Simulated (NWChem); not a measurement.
System: CH6Ge; SMILES [CH3][GeH3]

Output (shortened):

```
             Northwest Computational Chemistry Package (NWChem) 7.3.0
             --------------------------------------------------------

 C3  symmetry detected

                             Geometry "geometry" -> ""
                             -------------------------

 Output coordinates in angstroms (scale by  1.889725989 to convert to a.u.)

  No.       Tag          Charge          X              Y              Z
 ---- ---------------- ---------- -------------- -------------- --------------
    1 Ge                  32.0000     0.00000000     0.00000000    -0.38915611
    2 C                    6.0000    -0.00000000     0.00000000     1.56428289
    3 H                    1.0000     0.00000007     1.44498163    -0.92534211
    4 H                    1.0000    -1.25139084    -0.72249076    -0.92534211
    5 H                    1.0000     1.25139077    -0.72249087    -0.92534211
    6 H                    1.0000     0.89535136     0.50998280     1.94777489
    7 H                    1.0000    -0.00601762    -1.03038842     1.94777489
    8 H                    1.0000    -0.88933374     0.52040562     1.94777489

 Effective nuclear repulsion energy (a.u.)     119.7866342843

      Symmetry information
      --------------------

 Group name             C3
 Group number              5
 Group order               3
 No. of unique centers     4

  xc_inp: hfexch multiplicative factor not found.

                                 NWChem DFT Module
                                 -----------------

 Summary of "ao basis" -> "ao basis" (spherical)
 ------------------------------------------------------------------------------
       Tag                 Description            Shells   Functions and Types
 ---------------- ------------------------------  ------  ---------------------
 Ge                        def2-tzvpd               18       54   7s5p5d1f
 C                         def2-tzvpd               13       37   6s3p3d1f
 H                         def2-tzvpd                5        9   3s2p

      Symmetry analysis of basis
      --------------------------

        a          53
        e+         46
        e-         46

  Rotation of axis

            General Information
            -------------------
          SCF calculation type: DFT
          Wavefunction type:  closed shell.
          No. of atoms     :     8
          No. of electrons :    44
           Alpha electrons :    22
            Beta electrons :    22
          Charge           :     0
          Spin multiplicity:     1
          Use of symmetry is: on ; symmetry adaption is: on
          Maximum number of iterations: 150
          AO basis - number of functions:   145
                     number of shells:    61
          Convergence on energy requested:  1.00D-06
          Convergence on density requested:  1.00D-05
          Convergence on gradient requested:  5.00D-04

              XC Information
              --------------
                     Hartree-Fock (Exact) Exchange  1.000

      Superposition of Atomic Density Guess
      -------------------------------------

 Sum of atomic energies:       -2115.97650442

      Non-variational initial energy
      ------------------------------

 Total energy =   -2116.944248
 1-e energy   =   -3186.368996
 2-e energy   =     949.638113
 HOMO         =      -0.383731
 LUMO         =       0.034028

      Symmetry analysis of molecular orbitals - initial
      -------------------------------------------------

  Numbering of irreducible representations:

     1 a           2 e+          3 e-

  Orbital symmetries:

     1 a           2 a           3 e+          4 e+          5 a
     6 a           7 a           8 a           9 e+         10 e+
    11 a          12 e+         13 e+         14 e+         15 e+
    16 a          17 a          18 e+         19 e+         20 e+
    21 e+         22 a          23 a          24 a          25 e+
    26 e+         27 a          28 e+         29 e+         30 e+
    31 e+         32 e+

     ---------------------------------------------
      Total Density - Mulliken Population Analysis
     ---------------------------------------------

    Atom       Charge   Shell Charges
 -----------   ------   -------------------------------------------------------
    1 Ge  32    31.92   2.00  2.00  1.17  0.79  0.79  0.74 -0.00  5.98  4.43  1.57  1.29  0.98  8.89  1.13  0.02  0.12  0.01  0.02
    2 C    6     6.83   0.86  1.12  0.56  0.71  0.04 -0.00  1.28  1.54  0.73  0.01  0.01 -0.03  0.00
    3 H    1     0.98   0.22  0.55  0.20  0.01  0.00
    4 H    1     0.98   0.22  0.55  0.20  0.01  0.00
    5 H    1     0.98   0.22  0.55  0.20  0.01  0.00
    6 H    1     0.77   0.24  0.44  0.05  0.02  0.02
    7 H    1     0.77   0.24  0.44  0.05  0.02  0.02
    8 H    1     0.77   0.24  0.44  0.05  0.02  0.02

   convergence    iter        energy       DeltaE   RMS-Dens  Diis-err
 ---------------- ----- ----------------- --------- --------- ---------
 d= 0,ls=0.0,diis     1  -2116.7106200833 -2.24D+03  2.58D-03  1.39D-01
 d= 0,ls=0.0,diis     2  -2116.7337478862 -2.31D-02  7.84D-04  2.07D-02
 d= 0,ls=0.0,diis     3  -2116.7361410101 -2.39D-03  3.08D-04  4.05D-03
 d= 0,ls=0.0,diis     4  -2116.7365581830 -4.17D-04  8.95D-05  1.10D-04
 d= 0,ls=0.0,diis     5  -2116.7365740490 -1.59D-05  5.01D-05  8.14D-06
  Resetting Diis
 d= 0,ls=0.0,diis     6  -2116.7365758628 -1.81D-06  9.88D-06  3.89D-07
 d= 0,ls=0.0,diis     7  -2116.7365759429 -8.01D-08  1.45D-06  1.55D-08

         Total DFT energy =    -2116.736575942885
      One electron energy =    -3188.982803488155
           Coulomb energy =     1037.295023338190
    Exchange-Corr. energy =      -84.835430077257
 Nuclear repulsion energy =      119.786634284337

 Numeric. integr. density =        0.000000000000

                  Occupations of the irreducible representations
                  ----------------------------------------------

                     irrep           alpha         beta
                     --------     --------     --------
                     a                10.0         10.0
                     e+               12.0         12.0
                     e-                0.0          0.0

                       DFT Final Molecular Orbital Analysis
                       ------------------------------------

 Vector   20  Occ=2.000000D+00  E=-4.562909D-01  Symmetry=e+
              MO Center=  4.6D-01, -4.4D-02, -6.1D-01, r^2= 2.7D+00
   Bfn.  Coefficient  Atom+Function         Bfn.  Coefficient  Atom+Function
  ----- ------------  ---------------      ----- ------------  ---------------
   111      0.260286  5 H  s                 17      0.226435  1 Ge px
    18     -0.205528  1 Ge py                20      0.179828  1 Ge px
    93     -0.178992  3 H  s                 21     -0.163233  1 Ge py
   110      0.147071  5 H  s                139      0.145957  8 H  s
   112      0.122049  5 H  s                 11     -0.104500  1 Ge px

 Vector   21  Occ=2.000000D+00  E=-4.562909D-01  Symmetry=e+
              MO Center= -4.6D-01,  4.4D-02, -6.1D-01, r^2= 2.7D+00
   Bfn.  Coefficient  Atom+Function         Bfn.  Coefficient  Atom+Function
  ----- ------------  ---------------      ----- ------------  ---------------
   102      0.253617  4 H  s                 18     -0.226435  1 Ge py
    17     -0.205528  1 Ge px                93     -0.197211  3 H  s
    21     -0.179828  1 Ge py                20     -0.163233  1 Ge px
   101      0.143302  4 H  s                121      0.142370  6 H  s
   103      0.118951  4 H  s                 92     -0.111432  3 H  s

 Vector   22  Occ=2.000000D+00  E=-4.378593D-01  Symmetry=a
              MO Center= -1.2D-14,  1.5D-14,  6.8D-01, r^2= 2.5D+00
   Bfn.  Coefficient  Atom+Function         Bfn.  Coefficient  Atom+Function
  ----- ------------  ---------------      ----- ------------  ---------------
    19      0.314408  1 Ge pz                63     -0.289996  2 C  pz
    66     -0.272294  2 C  pz                69     -0.210500  2 C  pz
    22      0.150821  1 Ge pz                13     -0.145300  1 Ge pz
    58      0.086319  2 C  s                 93     -0.086721  3 H  s
   102     -0.086721  4 H  s                111     -0.086721  5 H  s

 Vector   23  Occ=0.000000D+00  E= 7.328965D-02  Symmetry=a
              MO Center= -2.6D-12,  2.7D-12,  1.6D+00, r^2= 1.1D+01
   Bfn.  Coefficient  Atom+Function         Bfn.  Coefficient  Atom+Function
  ----- ------------  ---------------      ----- ------------  ---------------
    59      9.313998  2 C  s                121     -3.194436  6 H  s
   130     -3.194436  7 H  s                139     -3.194436  8 H  s
    60      2.779959  2 C  s                 22     -1.896490  1 Ge pz
    94     -1.065523  3 H  s                103     -1.065523  4 H  s
   112     -1.065523  5 H  s                 58     -0.731775  2 C  s

 Vector   24  Occ=0.000000D+00  E= 9.100198D-02  Symmetry=a
              MO Center=  7.5D-13, -5.1D-13, -1.3D+00, r^2= 1.2D+01
   Bfn.  Coefficient  Atom+Function         Bfn.  Coefficient  Atom+Function
  ----- ------------  ---------------      ----- ------------  ---------------
     7      4.172656  1 Ge s                 60     -3.101128  2 C  s
     6      2.017698  1 Ge s                 22      1.866486  1 Ge pz
    69      1.168660  2 C  pz                59     -0.829262  2 C  s
    94     -0.738882  3 H  s                103     -0.738882  4 H  s
   112     -0.738882  5 H  s                 82     -0.537612  2 C  d  0

[...]
```

Level: Hartree-Fock/def2-TZVPD. Geometry: optimised at PBE0/def2-SVP.

Problem. Which NWChem input produces such a log?

Solution. One answer among several that fit: the input that was run:
```
start job
memory heap 200 mb stack 900 mb global 1100 mb
geometry units angstroms noautoz
  Ge     0.000000     0.000000    -0.389953
  C      0.000000     0.000000     1.563486
  H     -1.217244    -0.778645    -0.926139
  H      1.282949    -0.664842    -0.926139
  H     -0.065704     1.443487    -0.926139
  H     -0.912077     0.479429     1.946978
  H      0.871236     0.550168     1.946978
  H      0.040841    -1.029596     1.946978
end
basis spherical
  * library def2-tzvpd
end
dft
  xc hfexch
  iterations 150
  mulliken
end
task dft energy
```
